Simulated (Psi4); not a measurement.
C7H5N, charge +1, doublet (typed; the unrestricted solution is spin-contaminated), at a GFN2-xTB geometry (a state made from the parent by changing its charge; the spin is typed, not shown lowest); Psi4 1.11 with MP2/def2-SVP.

Here is a job for Psi4.
```
memory 2 GB

molecule {
1 2
  N     3.09447207    0.54569994    0.08552880
  C     1.97027113    0.34405098    0.09827211
  C     0.58290560    0.10911407   -0.06534538
  C    -0.29752988    1.20037873    0.01070762
  C    -1.64940850    0.93943794    0.12467921
  C    -2.09840019   -0.37517664    0.00812351
  C    -1.22169602   -1.45682642   -0.06125818
  C     0.13389680   -1.21669448   -0.17684443
  H     0.07376209    2.21515404    0.03562928
  H    -2.34191656    1.75993276    0.25167831
  H    -3.15939126   -0.55266667   -0.14507906
  H    -1.58608738   -2.47460941   -0.07689969
  H     0.83209500   -2.03341530   -0.29403714
}

set basis def2-svp
set reference uhf
set freeze_core true
set mp2_type conv
set scf_type pk
set puream true
set d_convergence 1e-8

energy('mp2')
print_variables()
```

Output, abridged:

```
   => Loading Basis Set <=

    Name: DEF2-SVP
    Role: ORBITAL
    Keyword: BASIS

         ---------------------------------------------------------
                                   SCF
               by Justin Turney, Rob Parrish, Andy Simmonett
                          and Daniel G. A. Smith
                              UHF Reference
         ---------------------------------------------------------

  ==> Geometry <==

    Molecular point group: c1
    Full point group: C1

    Geometry (in Angstrom), charge = 1, multiplicity = 2:

       Center              X                  Y                   Z               Mass
    ------------   -----------------  -----------------  -----------------  -----------------
         N            3.034858825275     0.535230565880     0.083324055847    14.003074004430
         C            1.910657885275     0.333581605880     0.096067365847    12.000000000000
         C            0.523292355275     0.098644695880    -0.067550124153    12.000000000000
         C           -0.357143124725     1.189909355880     0.008502875847    12.000000000000
         C           -1.709021744725     0.928968565880     0.122474465847    12.000000000000
         C           -2.158013434725    -0.385646014120     0.005918765847    12.000000000000
         C           -1.281309264725    -1.467295794120    -0.063462924153    12.000000000000
         C            0.074283555275    -1.227163854120    -0.179049174153    12.000000000000
         H            0.014148845275     2.204684665880     0.033424535847     1.007825032230
         H           -2.401529804725     1.749463385880     0.249473565847     1.007825032230
         H           -3.219004504725    -0.563136044120    -0.147283804153     1.007825032230
         H           -1.645700624725    -2.485078784120    -0.079104434153     1.007825032230
         H            0.772481755275    -2.043884674120    -0.296241884153     1.007825032230

  Running in c1 symmetry.

  Rotational constants: A =      0.18439  B =      0.05348  C =      0.04155 [cm^-1]
  Rotational constants: A =   5527.74860  B =   1603.24190  C =   1245.65968 [MHz]
  Nuclear repulsion =  301.605240306578651

  Charge       = 1
  Multiplicity = 2
  Electrons    = 53
  Nalpha       = 27
  Nbeta        = 26

  ==> Algorithm <==

  SCF Algorithm Type is PK.
  DIIS enabled.
  MOM disabled.
  Fractional occupation disabled.
  Guess Type is SAD.
  Energy threshold   = 1.00e-08
  Density threshold  = 1.00e-08
  Integral threshold = 1.00e-12

  ==> Primary Basis <==

  Basis Set: DEF2-SVP
    Blend: DEF2-SVP
    Number of shells: 63
    Number of basis functions: 137
    Number of Cartesian functions: 145
    Spherical Harmonics?: true
    Max angular momentum: 2

  ==> Integral Setup <==

  Using in-core PK algorithm.
   Calculation information:
      Number of atoms:                  13
      Number of AO shells:              63
      Number of primitives:            121
      Number of atomic orbitals:       145
      Number of basis functions:       137

      Integral cutoff                 1.00e-12
      Number of threads:                 1

  Performing in-core PK
  Using 89368662 doubles for integral storage.
  We computed 1744089 shell quartets total.
  Whereas there are 2033136 unique shell quartets.

  ==> DiskJK: Disk-Based J/K Matrices <==

    J tasked:                  Yes
    K tasked:                  Yes
    wK tasked:                  No
    Schwarz Cutoff:          1E-12

  Minimum eigenvalue in the overlap matrix is 3.6274267505E-04.
  Reciprocal condition number of the overlap matrix is 5.5830930398E-05.
    Using symmetric orthogonalization.

  ==> Pre-Iterations <==

  SCF Guess: Superposition of Atomic Densities via on-the-fly atomic UHF (no occupation information).

   -------------------------
    Irrep   Nso     Nmo
   -------------------------
     A        137     137
   -------------------------
    Total     137     137
   -------------------------

[...]
  @UHF Final Energy:  -321.87510170631259
    Total Energy =                       -321.8751017063125914
  DIE_IF_NOT_CONVERGED          => (empty)
[...]
  ORTH_TYPE                     => (empty)
  OS_SCALE                      => (empty)
  PARENT_SYMMETRY               => (empty)
  PCG_BETA_TYPE                 => (empty)
  PCG_CONVERGENCE               => (empty)
  PCG_MAXITER                   => (empty)
  PCM                           => (empty)
  PE                            => (empty)
  PRINT                         => (empty)
  PRINT_NOONS                   => (empty)
  PROPERTIES                    => (empty)
  PROPERTIES_ORIGIN             => (empty)
  PUREAM                        => TRUE            !
  QC_MODULE                     => (empty)
  RAS1                          => (empty)
  RAS2                          => (empty)
  RAS3                          => (empty)
  RAS4                          => (empty)
  RELATIVISTIC                  => (empty)
  RELAXED                       => (empty)
  REMP_A                        => (empty)
  RESTRICTED_DOCC               => (empty)
  RESTRICTED_UOCC               => (empty)
  RMS_MOGRAD_CONVERGENCE        => (empty)
  R_CONVERGENCE                 => (empty)
  SCF_TYPE                      => PK              !
  SCREENING                     => (empty)
  SCS_TYPE                      => (empty)
  SOCC                          => (empty)
  SOS_TYPE                      => (empty)
  SPIN_SCALE_TYPE               => NONE            !
  SS_SCALE                      => (empty)
  SYMMETRIZE                    => (empty)
  TPDM_ABCD_TYPE                => (empty)
  WFN                           => (empty)
  WFN_TYPE                      => OMP2            !
  WRITER_FILE_LABEL             => (empty)
  ZORA_BASIS_TOLERANCE          => (empty)
  ZORA_NR_DEBUG                 => (empty)
  ZORA_PRUNING_SCHEME           => (empty)
  ZORA_RADIAL_POINTS            => (empty)
  ZORA_SPHERICAL_POINTS         => (empty)

 ==============================================================================
 ==============================================================================
 ==============================================================================

                             MP2
                    Program Written by Ugur Bozkaya,
              Additional Contributions by J. P. Misiewicz

 ==============================================================================
 ==============================================================================
 ==============================================================================

	MO spaces per irreps...

	IRREP   FC   AOCC  BOCC  AVIR    BVIR  FV
	==========================================
	   A     8    19    18   110    111     0
	==========================================

	Computing MP2 energy using SCF MOs (Canonical MP2)...
	==============================================================================
	Nuclear Repulsion Energy (a.u.)    :   301.60524030657865
	SCF Energy (a.u.)                  :  -321.87510170631259
	REF Energy (a.u.)                  :  -321.87510170631259
	Alpha-Alpha Contribution (a.u.)    :    -0.13822341070257
	Alpha-Beta Contribution (a.u.)     :    -0.72715643436824
	Beta-Beta Contribution (a.u.)      :    -0.12118212417750
	Scaled_SS Correlation Energy (a.u.):    -0.08646851162669
	Scaled_OS Correlation Energy (a.u.):    -0.87258772124189
	SCS-MP2 Total Energy (a.u.)        :  -322.83415793918118
	SOS-MP2 Total Energy (a.u.)        :  -322.74768942755446
	SCSN-MP2 Total Energy (a.u.)       :  -322.33165544770151
	SCS-MP2-VDW Total Energy (a.u.)    :  -322.93556470974397
	SOS-PI-MP2 Total Energy (a.u.)     :  -322.89312071442811
	MP2 Correlation Energy (a.u.)      :    -0.98656196924830
	MP2 Total Energy (a.u.)            :  -322.86166367556092
	==============================================================================

  Variable Map:
  ----------------------------------------------------------------------------
[...]
  Array Variable Map:
  ----------------------------------------------------------------------------
[...]
[...]
```
